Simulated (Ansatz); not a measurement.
`N[SiH2]CF`, relaxed with RKS PBE0-D4/def2-TZVP in Ansatz 0.2.0 from a PBE-D4/def2-SVP geometry. The force threshold is 0.005 eV/Å; the program also tests the step.

The species carries charge 0 and has multiplicity 1.

Start:

```xyz
10

N     0.848   -1.131    0.791
Si    0.630    0.116   -0.411
C    -1.227    0.544   -0.348
F    -1.522    0.957    0.962
H     1.776   -1.548    0.908
H     0.451   -0.922    1.714
H     1.392    1.408   -0.203
H     1.007   -0.438   -1.761
H    -1.501    1.359   -1.059
H    -1.853   -0.344   -0.594
```

```tsv
step	energy (eV)	largest force (eV/Å)	largest move (Å)
1	-13213.3233	0.506	0.000
2	-13213.3650	0.221	0.031
3	-13213.3711	0.087	0.015
4	-13213.3725	0.194	0.072
5	-13213.3732	0.098	0.027
6	-13213.3736	0.031	0.019
7	-13213.3737	0.051	0.009
8	-13213.3739	0.007	0.020
9	-13213.3739	0.047	0.027
10	-13213.3739	0.010	0.009
11	-13213.3739	0.002	0.002
```

End:

```xyz
10

N     0.875   -1.090    0.811
Si    0.614    0.123   -0.375
C    -1.228    0.545   -0.363
F    -1.586    0.992    0.913
H     1.735   -1.613    0.816
H     0.553   -0.923    1.752
H     1.365    1.398   -0.178
H     0.988   -0.433   -1.704
H    -1.476    1.334   -1.080
H    -1.841   -0.332   -0.593
```

Run time 37 s (2 threads of an Arm Neoverse V2 on a shared host); peak host memory 0.33 GiB.
